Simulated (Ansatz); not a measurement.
Wavefunction ladder for `Cl[B-]1(Cl)OC=CC=[O+]1`

Z-matrix (Å, degrees):
```
B
O 1 1.504
Cl 1 1.806 2 108.6
O 1 1.504 2 109.3 3 118.3
Cl 1 1.823 2 107.7 3 -125.0
C 2 1.273 1 121.6 3 -137.2
C 4 1.273 1 121.6 2 18.9
C 6 1.382 2 123.8 1 7.7
H 6 1.089 2 114.7 1 -174.3
H 7 1.089 4 114.7 1 174.2
H 8 1.078 6 121.5 2 179.4
```

The species carries charge 0 and has multiplicity 1. All single points use the PBE0-D4/def2-TZVP geometry. Frozen core, restricted reference, the Gaussian-basis code of Ansatz.

```json
{"basis": "def2-SVP", "HF (Eh)": "?", "MP2 corr.": "?", "CCSD corr.": "-1.13715", "(T)": "?", "CCSD(T) total": "?"}
{"basis": "def2-TZVPP", "HF (Eh)": "?", "MP2 corr.": "-1.39992", "CCSD corr.": "–", "(T)": "–", "CCSD(T) total": "–"}
{"basis": "def2-QZVPP", "HF (Eh)": "-1209.06510", "MP2 corr.": "-1.51326", "CCSD corr.": "–", "(T)": "–", "CCSD(T) total": "–"}
```

Q: Fill in the withheld values. (Estimate.)

A: Computed: def2-SVP HF (Eh): -1208.37994; def2-SVP MP2 corr.: -1.08982; def2-SVP (T): -0.03852; def2-SVP CCSD(T) total: -1209.55561; def2-TZVPP HF (Eh): -1209.02741.
